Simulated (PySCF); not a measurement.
Sn(Br)(NH2) (BrH2NSn), SMILES [NH2][Sn][Br] (connectivity only; charge and spin as stated), neutral, multiplicity 1. Atoms are numbered in the order given.

```xyz
5

Sn     0.3723     0.8993     0.0000
Br    -0.0868    -1.6470     0.0000
N     -1.6071     1.3806     0.0000
H     -2.3524     0.6865     0.0000
H     -1.9752     2.3295     0.0000
```

The structure is a stationary point at B3LYP-D3(BJ)/def2-SVP. The def2 effective core potentials stand for the cores of Sn; spin–orbit coupling is left out. The values are those of a single conformer.

Calculation: PBE0/def2-TZVPD in PySCF.

Gas-phase values at a fixed geometry.

Computed frontier levels, gap, dipole moment and polarisability:
- highest occupied level: -7.47 eV
- lowest empty level: -2.33 eV
- orbital gap: 5.14 eV
- dipole moment: 0.714 e·Å
- quadrupole, principal values (traceless, Buckingham form, about the centre of nuclear charge): -1.48, -1.01, 2.49 D·Å
- mean static polarisability: 77.6 bohr³ (11.50 Å³)
- polarisability, principal values: 59.0, 76.4, 97.5 bohr³
